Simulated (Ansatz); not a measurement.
Ideal-gas functions of `[OH][In]([F])[F]` at 298.15 K and 1 bar, from an Ansatz frequency run at PBE0-D4/def2-TZVP.

Molar mass 169.82 g/mol, point group Cs (symmetry number 1), electronic degeneracy 1, moments of inertia 100.402, 107.953, 208.355 u Å². Harmonic wavenumbers (cm⁻¹, unscaled): 108, 129, 143, 301, 596, 617, 645, 868, 3869.

Use S(trans) = R[1.5 ln M + 2.5 ln T − 1.1517]; rotational temperatures θ = 24.2544 K / I; S(rot) = R[ln(√π/σ · √(T³/θAθBθC)) + 1.5]; for each mode x = 1.438777 ν̃/T, S = R[x/(eˣ − 1) − ln(1 − e⁻ˣ)] and H = RT x/(eˣ − 1); 1 cm⁻¹ = 0.0119627 kJ/mol; R = 8.31446 J/(mol·K).

Problem. By hand: the entropy, in J/(mol·K).

Solution. Translation 172.9. Rotation: θ = 0.2416, 0.2247, 0.1164 K, giving 109.3. Vibration, mode by mode: 13.83, 12.39, 11.56, 5.91, 1.91, 1.76, 1.58, 0.66, 0.00, in all 49.6. Electronic 0.0. Sum 331.8 J/(mol·K).

Problem. By hand: H − E and G − E in kJ/mol, counted from the electronic energy.

Solution. Zero-point energy ½ × 7276 × 0.0119627 = 43.5; thermal vibration 7.8; translation, rotation and pV give 4 RT = 9.9. H − E = 61.2 kJ/mol, and G − E = 61.2 − 298.15 × 331.8/1000 = -37.7 kJ/mol.

Vibration gives 15 % of the entropy, 37.8 J/(mol·K) of it from the modes under 150 cm⁻¹: soft modes count most, and the harmonic formula is weakest for them. The sum counts one conformer and one mirror image; others add a mixing term.
